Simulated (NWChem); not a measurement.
# C4H5NO; SMILES C(/N=C/C=C)=O

```xyz
11

C      0.5070    -2.7165    -0.0523
C     -0.3591    -1.7067     0.1078
C      0.0294    -0.3198    -0.0850
N     -0.7990     0.6428     0.0539
C     -0.3306     1.9498    -0.0472
O      0.6697     2.3700     0.4743
H      1.5463    -2.5304    -0.3423
H      0.2121    -3.7569     0.1031
H     -1.3999    -1.8817     0.3971
H      1.0841    -0.1277    -0.3632
H     -1.0218     2.6022    -0.6298
```
Atoms are numbered in this order, from 1.

Program: NWChem. Pople sets run with spherical d functions. STO-3G and 3-21G are far too small for this property and stand as cheap habits. The geometry was optimised at PBE0/def2-SVP. B3LYP is NWChem's, with the RPA form of VWN correlation. GIAO values for the isolated, static molecule; σ is the absolute isotropic shielding, δ = σ(reference) − σ with the isolated reference molecule computed at the same levels (13C: tetramethylsilane, 1H: tetramethylsilane, 17O: water).

```tsv
level	δ C2 (ppm)	δ C5 (ppm)	δ O6 (ppm)	δ H7 (ppm)	δ H8 (ppm)	δ H10 (ppm)	δ H11 (ppm)
B3LYP/6-311G**	…	…	575.4	6.29	6.37	…	…
BHandHLYP/pcSseg-1	146.7	182.5	573.3	6.29	6.46	7.97	9.10
Hartree-Fock/6-31G*	131.3	169.6	492.2	6.32	6.42	8.36	9.16
Hartree-Fock/STO-3G	122.0	138.0	590.1	6.41	6.67	8.34	10.33
```

Some entries are withheld; supply them.


- B3LYP/6-311G**, δ C2 (ppm): 145.4
- B3LYP/6-311G**, δ C5 (ppm): 177.0
- B3LYP/6-311G**, δ H10 (ppm): 8.21
- B3LYP/6-311G**, δ H11 (ppm): 9.42
